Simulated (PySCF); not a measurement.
# How methods differ on the ionisation energy of Ti¹⁰⁺

Ti¹⁰⁺ [Ne] 3s2 (1S) → Ti¹¹⁺ [Ne] 3s1 (2S), as a difference of total energies. All numbers are calculated (PySCF 2.14, the non-relativistic Hamiltonian (point nucleus), in an even-tempered Gaussian basis (20 s from 0.59 bohr⁻², ratio 2.2; 13 p from 0.76 bohr⁻², ratio 2.2; 5 d from 3.3 bohr⁻², ratio 2.4; 5 f from 5 bohr⁻², ratio 2.4; 4 g from 7.4 bohr⁻², ratio 2.4)). Correlated levels: outer shells: 1s2 frozen; virtual orbitals above 40 to 60 times the deepest correlated orbital energy dropped. The calculations carry no spin-orbit coupling.

```tsv
method	ionisation energy (eV)
UHF	261.29
LDA	263.77
PBE	263.83
PBE0	263.46
r2SCAN	262.20
r2SCAN0	262.31
B3LYP	263.81
MP2 (outer shells)	263.33
SCS-MP2 (outer shells)	263.53
```

Task: How much does correlation contribute at MP2 (outer shells)?

Result: 263.33 − (261.29) = 2.04 eV, measured against UHF.

These non-relativistic numbers lack the scalar-relativistic shift.

For comparison: 265.07 ± 0.06 eV (semi-empirical (NIST evaluation); NIST Atomic Spectra Database, ionization energies).
